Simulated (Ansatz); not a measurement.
Geometry optimisation, Ansatz, RKS PBE/def2-SVP.

The input (input.yaml):

```yaml
crystal:
  periodic: [false, false, false]
  atoms:
    - { symbol: Ti, position_ang: [-0.109898, 0.228049, -0.044409] }
    - { symbol: F, position_ang: [-0.243804, 0.279409, 1.762231] }
    - { symbol: "N", position_ang: [1.649858, 0.302665, -0.692155] }
    - { symbol: H, position_ang: [2.431434, -0.224736, -0.283234] }
    - { symbol: H, position_ang: [1.998655, 0.993876, -1.367145] }
    - { symbol: O, position_ang: [-0.975928, 1.621954, -0.770751] }
    - { symbol: H, position_ang: [-1.69919, 1.661082, -1.41981] }
    - { symbol: "N", position_ang: [-0.83942, -1.406844, -0.664602] }
    - { symbol: H, position_ang: [-1.702071, -1.821313, -0.284708] }
    - { symbol: H, position_ang: [-0.419877, -2.045504, -1.350309] }
    - { symbol: Si, position_ang: [1.123102, -2.909223, 1.398437] }
    - { symbol: H, position_ang: [-0.08692, -3.777455, 1.194227] }
    - { symbol: H, position_ang: [1.854546, -2.750427, 0.091423] }
    - { symbol: H, position_ang: [2.057731, -3.626368, 2.341043] }
    - { symbol: H, position_ang: [0.752582, -1.590867, 1.947761] }
basis:
  gaussian: { orbitals: def2-SVP }
hamiltonian:
  xc: pbe
relax:
  f_tol: 0.03
  max_steps: 50
```

Launched with:

```bash
$ ansatz run input.yaml --threads 4 --pin off --max-ram 5120MiB --backend cpu --events-out ev --progress --plain --runs-dir out
```

Problem. Where does it end, and by what steps?

Solution. The run converged. After 6 steps the energy has fallen by 0.103 eV; H14 moved furthest, 0.43 Å.

| step | energy less start (eV) | largest force component (eV/Å) | accepted |
| --- | --- | --- | --- |
| 0 | 0.0000 | 0.583 | yes |
| 1 | -0.0818 | 0.399 | yes |
| 2 | -0.0927 | 0.098 | yes |
| 3 | -0.0969 | 0.055 | yes |
| 4 | -0.1004 | 0.068 | yes |
| 5 | -0.1018 | 0.050 | yes |
| 6 | -0.1026 | 0.019 | yes |

```xyz
15
Properties=species:S:1:pos:R:3
Ti -0.138 0.406 -0.115
F -0.251 0.581 1.652
N 1.628 0.466 -0.755
H 2.424 0.062 -0.246
H 1.965 1.051 -1.527
O -1.073 1.688 -0.968
H -1.815 1.611 -1.592
N -0.798 -1.314 -0.564
H -1.617 -1.747 -0.122
H -0.373 -1.972 -1.225
Si 1.158 -3.168 1.460
H -0.097 -3.917 1.108
H 1.936 -2.843 0.213
H 2.011 -4.058 2.329
H 0.831 -1.910 2.209
```

Whether the end is a true minimum wasn't checked by a vibrational analysis.

Run time: 21 s on 4 threads of Arm Neoverse V1, with other jobs on the host, peak memory 0.24 GiB.
